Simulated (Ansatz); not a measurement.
Single points on Rb3⁺.

```yaml
crystal:
  periodic: [false, false, false]
  atoms:
    - {symbol: Rb, position_ang: [1.363116, -2.348852, -0.060295]}
    - {symbol: Rb, position_ang: [-0.588021, 1.168276, 2.380785]}
    - {symbol: Rb, position_ang: [-0.775095, 1.180576, -2.320500]}
basis:
  gaussian: {orbitals: def2-TZVP, initial_orbitals: start.molden}
total_charge: 1
hamiltonian: {xc: hse06}
scf: {omitted_lower_state_checks: [starts]}
output: {orbitals: {seedname: orbitals}}
```

The file start.molden holds the orbitals of an earlier run on this structure, at another level or in another basis.

```sh
$ ansatz run in.yaml --threads 4 --pin off --events-out ev --progress --plain --max-ram 3916MiB
```

Output, abridged:

```
Functional definition: HSE06
972 factors; their error is unknown
279 factors; integrals over basis functions are off by at most 8.9e-6 eV
mean field evaluation 1: about -1963.2681 eV, gradient 1.6e-1 eV
mean field evaluation 2: about -1963.2679 eV, gradient 1.6e-1 eV
mean field evaluation 4: about -1963.2686 eV, gradient 9.3e-4 eV
mean field -1963.26859503 eV, -72.1487901163 hartree, gradient 6.1e-6 eV, S^2 0.000000; 0 other end points of the search recorded, 0 dependent functions left out
reference -1963.26864676 eV, -72.1487920170 hartree; 13, 13 occupied and 86, 86 virtual orbitals, 972 factors
Total energy: -1963.26864676 eV, -72.1487920170 hartree
Checks for a lower state left out: starts
```

Hardware: 4 threads of Arm Neoverse V2 on a shared host. Wall time 1.2 s.

First input, but with `hamiltonian: {xc: pbe}`, `output: {forces: true, orbitals: {seedname: orbitals}}` (abridged; 1.1 s):

```
Functional definition: PBE
mean field -1963.41964942 eV, -72.1543412626 hartree, gradient 3.1e-5 eV, S^2 0.000000
Total energy: -1963.41971100 eV, -72.1543435254 hartree
Atom 0 force     0.005711    -0.009842    -0.000271 eV/Å
Atom 1 force    -0.002472     0.004909     0.009970 eV/Å
Atom 2 force    -0.003239     0.004933    -0.009699 eV/Å
Dipole moment:    -0.000009     0.000014    -0.000032 e Å
Checks for a lower state left out: starts
```

The first input with `hamiltonian: {xc: pbe0}` (abridged; 1.1 s):

```
Functional definition: PBE0
mean field -1963.36610799 eV, -72.1523736514 hartree, gradient 9.7e-6 eV, S^2 0.000000
Total energy: -1963.36614624 eV, -72.1523750571 hartree
Checks for a lower state left out: starts
```

As the first input, with `hamiltonian: {xc: {name: B3LYP}}` (abridged; 1.3 s):

```
Functional definition: B3LYP
mean field -1964.53205500 eV, -72.1952214135 hartree, gradient 4.5e-5 eV, S^2 0.000000
Total energy: -1964.53234208 eV, -72.1952319637 hartree
Checks for a lower state left out: starts
```

First input, but with `hamiltonian: {xc: r2scan}` (abridged; 1.9 s):

```
Functional definition: r2SCAN
mean field -1964.43249637 eV, -72.1915627014 hartree, gradient 2.2e-5 eV, S^2 0.000000
Total energy: -1964.43251176 eV, -72.1915632669 hartree
Checks for a lower state left out: starts
```

As the first input, with `gaussian: {orbitals: def2-TZVPP, initial_orbitals: start.molden}`, `correlation: {method: ccsd_t}` and without the key `hamiltonian` (abridged; 4 s):

```
Functional definition: HF
mean field evaluation 16: about -1937.1046 eV, gradient 3.9e-1 eV
mean field evaluation 32: about -1937.0986 eV, gradient 6.6e-3 eV
mean field -1940.15785541 eV, -71.2994861001 hartree, gradient 2.6e-6 eV, S^2 0.000000; 1 other end points of the search recorded, 0 dependent functions left out; unrestricted orbitals would lower it
determinant -1940.15785541 eV, -71.2994861001 hartree, with singles and doubles -1949.16191137 eV, -71.6303790534 hartree
determinant -1937.09860873 eV, -71.1870608583 hartree, with singles and doubles -1946.25313090 eV, -71.5234833427 hartree
second order -8.07233637 eV of doubles, -0.00000000 eV of singles
cycle   1  -8.99051420 eV  change   -5.3e-2 eV  update   3.4e-2
cycle   2  -9.00176898 eV  change   -1.1e-2 eV  update   9.5e-3
cycle   3  -9.00333917 eV  change   -1.6e-3 eV  update   3.7e-3
cycle   4  -9.00398748 eV  change   -6.5e-4 eV  update   9.8e-4
cycle   5  -9.00404165 eV  change   -5.4e-5 eV  update   2.8e-4
cycle   6  -9.00401363 eV  change    2.8e-5 eV  update   9.1e-5
cycle   7  -9.00401751 eV  change   -3.9e-6 eV  update   3.9e-5
cycle   8  -9.00402232 eV  change   -4.8e-6 eV  update   1.5e-5
perturbative correction -0.20787524 eV, -0.0076392743 hartree
Total energy: -1949.36975298 eV, -71.6380170917 hartree
Checks for a lower state left out: starts
```

Geometry: B3LYP/def2-TZVP.

In the def2 sets Rb takes a core potential; there is no spin–orbit coupling. B3LYP takes the VWN-RPA correlation. HSE06 is defined as in plane-wave codes, on full-range PBE exchange. Correlated methods freeze no core orbitals; core or outer-core shells of Rb are correlated, in sets that lack core-valence functions. The restricted singlet is unstable towards broken spin symmetry in Hartree–Fock (as tested in another run); at HSE06/def2-TZVP, PBE/def2-TZVP, PBE0/def2-TZVP, B3LYP/def2-TZVP and others this wasn't settled. At CCSD(T)/def2-TZVPP the restricted singlet (for correlated methods, its reference) is unstable: a solution with broken spin symmetry lies lower. The structure comes from a short search, and lower isomers may exist.
